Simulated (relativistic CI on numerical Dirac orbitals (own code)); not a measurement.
**Calculated levels, Pr IV**

Method of calculation: Dirac-Coulomb-Breit CI, KLI orbitals optimised for each configuration, model QED, valence Slater integrals scaled by 0.85, P86 correlation energy added to each configuration (own radial code, finite nucleus).

Configuration list (outside the closed core [Kr] 4d10 5s2): 4f²5p⁶, 4f5p⁶5d, 4f5p⁶6s, 4f²5p⁵5d, 4f5p⁶6p, 4f³5p⁵, 4f5p⁶6d, 4f5p⁶7s, 4f5p⁶5f, 4f5p⁶7p, 4f²5p⁵6s, 4f5p⁶6f, 5p⁶5d², 5p⁵5d³, 5p⁶5d6s, 5p⁵5d²6s, 5p⁶5f², 5p⁵5d5f². Double excitations out of closed p, d and f shells are left out; levels of such configurations are missing from the list, as are those of other unlisted configurations, and high levels can miss mixing partners.

The lowest level is 4f²5p⁶ ³H4, with 97 % of that term; Hund's rules for 4f²5p⁶ give ³H with J = 4, in agreement.

| No. | Configuration | Term | J | E (cm⁻¹) | % | Landé g | jj configuration (%) |
| --- | --- | --- | --- | --- | --- | --- | --- |
| 1 | 4f²5p⁶ | ³H | 4 | 0.0 | 97 | 0.805 | 4f5/2^2 (87) |
| 2 | 4f²5p⁶ | ³H | 5 | 2019.2 | 99 | 1.033 | 4f5/2 4f7/2 (99) |
| 3 | 4f²5p⁶ | ³H | 6 | 4126.8 | 99 | 1.166 | 4f7/2^2 (82) |
| 4 | 4f²5p⁶ | ³F | 2 | 5463.4 | 98 | 0.671 | 4f5/2^2 (66) |
| 5 | 4f²5p⁶ | ³F | 3 | 6756.1 | 99 | 1.083 | 4f5/2 4f7/2 (99) |
| 6 | 4f²5p⁶ | ³F | 4 | 6812.9 | 50 | 1.122 | 4f5/2 4f7/2 (88) |
| 7 | 4f²5p⁶ | ¹G | 4 | 9555.2 | 49 | 1.121 | 4f7/2^2 (97) |
| 8 | 4f²5p⁶ | ¹D | 2 | 18841.0 | 91 | 1.024 | 4f5/2 4f7/2 (35) |
| 9 | 4f²5p⁶ | ¹I | 6 | 23086.8 | 99 | 1.000 | 4f5/2 4f7/2 (82) |
| 10 | 4f²5p⁶ | ³P | 0 | 23569.7 | 98 |  | 4f5/2^2 (65) |
| 11 | 4f²5p⁶ | ³P | 1 | 24113.2 | 99 | 1.500 | 4f5/2 4f7/2 (99) |
| 12 | 4f²5p⁶ | ³P | 2 | 25110.5 | 93 | 1.470 | 4f7/2^2 (59) |
| 13 | 4f²5p⁶ | ¹S | 0 | 51490.2 | 98 |  | 4f7/2^2 (64) |
| 14 | 4f5p⁶5d | ¹G° | 4 | 56153.5 | 72 | 0.981 | 4f5/2 5d3/2 (56) |
| 15 | 4f5p⁶5d | ³F° | 2 | 56369.3 | 79 | 0.733 | 4f5/2 5d3/2 (89) |
| 16 | 4f5p⁶5d | ³G° | 3 | 57796.1 | 79 | 0.808 | 4f5/2 5d3/2 (84) |
| 17 | 4f5p⁶5d | ³F° | 3 | 58522.2 | 85 | 1.036 | 4f5/2 5d5/2 (68) |
| 18 | 4f5p⁶5d | ³H° | 4 | 58743.6 | 78 | 0.865 | 4f5/2 5d3/2 (41) |
| 19 | 4f5p⁶5d | ³G° | 4 | 59918.1 | 88 | 1.068 | 4f7/2 5d3/2 (59) |
| 20 | 4f5p⁶5d | ¹D° | 2 | 60491.8 | 68 | 0.962 | 4f5/2 5d5/2 (54) |
| 21 | 4f5p⁶5d | ³H° | 5 | 60493.3 | 99 | 1.033 | 4f5/2 5d5/2 (53) |
| 22 | 4f5p⁶5d | ³F° | 4 | 60833.5 | 72 | 1.183 | 4f7/2 5d5/2 (92) |
| 23 | 4f5p⁶5d | ³G° | 5 | 62032.1 | 97 | 1.197 | 4f7/2 5d5/2 (72) |
| 24 | 4f5p⁶5d | ³D° | 1 | 62132.3 | 95 | 0.518 | 4f5/2 5d3/2 (57) |
| 25 | 4f5p⁶5d | ³H° | 6 | 63137.1 | 99 | 1.166 | 4f7/2 5d5/2 (99) |
| 26 | 4f5p⁶5d | ³D° | 3 | 63362.8 | 59 | 1.192 | 4f7/2 5d3/2 (60) |
| 27 | 4f5p⁶5d | ³D° | 2 | 63518.6 | 89 | 1.157 | 4f7/2 5d3/2 (52) |
| 28 | 4f5p⁶5d | ³P° | 1 | 66073.7 | 92 | 1.464 | 4f5/2 5d5/2 (64) |
| 29 | 4f5p⁶5d | ³P° | 0 | 66096.4 | 98 |  | 4f5/2 5d5/2 (98) |
| 30 | 4f5p⁶5d | ¹F° | 3 | 66184.6 | 57 | 1.129 | 4f7/2 5d5/2 (95) |
| 31 | 4f5p⁶5d | ³P° | 2 | 67483.2 | 93 | 1.478 | 4f7/2 5d5/2 (50) |
| 32 | 4f5p⁶5d | ¹H° | 5 | 70468.4 | 96 | 1.002 | 4f7/2 5d3/2 (37) |
| 33 | 4f5p⁶5d | ¹P° | 1 | 74062.3 | 91 | 1.014 | 4f7/2 5d5/2 (80) |
| 34 | 4f5p⁶6s | ³F° | 2 | 99766.8 | 99 | 0.665 | 4f5/2 6s (99) |
| 35 | 4f5p⁶6s | ³F° | 3 | 100081.1 | 70 | 1.058 | 4f5/2 6s (97) |
| 36 | 4f5p⁶6s | ³F° | 4 | 102674.7 | 99 | 1.250 | 4f7/2 6s (99) |
| 37 | 4f5p⁶6s | ¹F° | 3 | 103248.9 | 70 | 1.024 | 4f7/2 6s (97) |
| 38 | 4f5p⁶6p | ³G | 3 | 136468.0 | 55 | 0.875 | 4f5/2 6p1/2 (96) |
| 39 | 4f5p⁶6p | ³F | 2 | 136531.4 | 73 | 0.771 | 4f5/2 6p1/2 (91) |
| 40 | 4f³5p⁵ | ⁵H | 3 | 137836.0 | 98 | 0.504 | 4f5/2^3 5p3/2^3 (52) |
| 41 | 4f³5p⁵ | ⁵H | 4 | 139107.8 | 91 | 0.880 | 4f5/2^2 4f7/2 5p3/2^3 (56) |
| 42 | 4f5p⁶6p | ³F | 3 | 139139.1 | 62 | 1.129 | 4f7/2 6p1/2 (85) |
| 43 | 4f5p⁶6p | ³F | 4 | 139619.7 | 49 | 1.139 | 4f7/2 6p1/2 (92) |
| 44 | 4f5p⁶6p | ³G | 3 | 140487.5 | 44 | 0.927 | 4f5/2 6p3/2 (86) |
| 45 | 4f³5p⁵ | ⁵H | 5 | 140693.1 | 82 | 1.066 | 4f5/2^2 4f7/2 5p3/2^3 (60) |

Energies count from the lowest computed level; ° marks odd parity. Filled j subshells are mostly left out of the jj labels.

The mean weight of the leading LS term, summed over parents, in these 45 levels is 83 %, and that of the leading jj configuration (from the same eigenvectors) 75 %.

For a near-neutral ion this model can misplace configurations by up to about 10,000 cm⁻¹ (more where the count of f electrons changes) and terms by 10 to 25 % of their spread. Rates follow the energies as ν³ (E1, M1) or ν⁵ (E2), so they and the lifetimes can be off by large factors. The fine structure of a lone outer electron comes out too small, for d and f at times inverted, and misplaced configurations move strength between like terms. 41 of the 45 excited levels that our extract of the measured tables holds in this range could be paired (the sources list more); they are missed by 2808 cm⁻¹ on average and 5867 at most, and levels without a partner can miss by more. Some levels of the ground configuration have no partner and can miss by 10 % or more.

Landé's interval rule says that E(J) − E(J−1) = AJ with one A. For the ground term the intervals give A = 403.8, 351.3 cm⁻¹ for J = 5, 6; the multiplet is regular.

LS names give the leading component of a level, which can be under half, so a name can repeat, a term be missing and a line seem to break the LS rules.
